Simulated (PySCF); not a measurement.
From one molecule to another.

First species: C6H6O3S.
Z-matrix (Å and degrees, GFN2-xTB geometry), rows numbered from 1:
```
O 
S   1  1.4236
O   2  1.4318  1  119.33
O   2  1.6191  1  108.43  3  -122.09
C   2  1.7779  1  110.87  3   127.99
C   5  1.3288  2  120.15  1    50.02
C   6  1.4695  5  127.81  2   179.56
C   7  1.3407  6  107.83  5   179.56
C   8  1.4660  7  109.10  6     0.19
C   9  1.3410  8  109.15  7     0.06
H   4  0.9584  2  108.83  1   133.02
H   5  1.0748  2  114.29  1  -130.49
H   7  1.0725  6  123.78  5    -0.33
H   8  1.0748  7  127.16  6  -179.76
H   9  1.0746  8  123.56  7  -179.97
H  10  1.0708  6  122.89  5    -0.46
```

Second species: C6H9FOSi.
SMILES: `CCO[Si@H]1C=CC=C1F`

Levels: PBE0/pcSseg-1 for dipole moment, HOMO energy, LUMO energy and HOMO–LUMO gap; GFN2-xTB for rotational constant A and rotational constant C. Geometries: GFN2-xTB. Each structure is a single optimised conformer of the isolated species, non-relativistic unless stated. Electronic properties by PySCF.

The conformers computed, where there is a choice (atom-mapped SMILES and torsion angles):
- `[O:1]=[S:2](=[O:3])([OH:4])[CH:5]=[C:6]1[CH:7]=[CH:8][CH:9]=[CH:10]1`: O1–S2–C5–C6 50°, H–O4–S2–O1 133°
- `[CH3:1][CH2:2][O:3][Si@H:4]1[CH:5]=[CH:6][CH:7]=[C:8]1[F:9]`: C1–C2–O3–Si4 -176°, C2–O3–Si4–C5 -173°

Question: Which of the two has the higher dipole moment, and by how much?

Answer: The first: 3.91 D against 1.13 D, a difference of 2.78 D.

Question: Which of the two has the higher LUMO energy, and by how much?

Answer: The second: -1.59 eV against -2.96 eV, a difference of 1.37 eV.

Question: Which of the two has the higher rotational constant C, and by how much?

Answer: The second: 0.702 GHz against 0.676 GHz, a difference of 0.026 GHz.

Question: Which has the higher HOMO energy?

Answer: The second: -6.47 eV against -7.01 eV, a difference of 0.54 eV.

Question: Which has the higher HOMO–LUMO gap?

Answer: The second: 4.88 eV against 4.05 eV, a difference of 0.83 eV.

Question: Which of the two has the higher rotational constant A, and by how much?

Answer: The first: 3.109 GHz against 2.277 GHz, a difference of 0.832 GHz.

On the first: In atomic units the dipole is 1.54 e·bohr (1 au = 2.5417 D).

On the second: A dipole of 1.13 D is allowed in C1, and pure rotational transitions are dipole-allowed. In atomic units the dipole is 0.44 e·bohr (1 au = 2.5417 D).
